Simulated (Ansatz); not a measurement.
Mulliken charges of C$_{2}$H$_{5}$GaO, SMILES `[CH3][GaH][CH]=O` from ωB97M-V/def2-TZVPP in Ansatz (PBE0-D4/def2-TZVP geometry).

| atom | x (Å) | y (Å) | z (Å) | charge (e) |
| --- | --- | --- | --- | --- |
| C1 | -0.428 | 0.818 | -1.236 | -0.471 |
| Ga2 | 0.010 | -0.764 | -0.160 | 0.325 |
| C3 | 0.682 | -0.473 | 1.724 | 0.010 |
| O4 | -0.199 | -0.189 | 2.506 | -0.280 |
| H5 | -1.179 | 0.601 | -1.996 | 0.123 |
| H6 | -0.786 | 1.626 | -0.595 | 0.126 |
| H7 | 0.473 | 1.176 | -1.742 | 0.110 |
| H8 | -0.302 | -2.238 | -0.608 | -0.026 |
| H9 | 1.729 | -0.557 | 2.107 | 0.082 |

Problem. By hand: the dipole of these point charges (1 e Å = 4.8032 D).

Solution. Σ q r = (0.225, -0.165, -0.478) e Å, of length 0.553 e Å = 2.66 D.

Problem. How does the dipole of the full density compare? (Best estimate.)

Solution. Ansatz gave: (0.303, 0.006, -0.438) e Å, 2.56 D; the point charges give 1.04 times that, at 20° from its direction.

Point charges leave out the atoms' own dipoles, such as those of lone pairs, and Mulliken's split depends on the basis, so the two needn't agree.
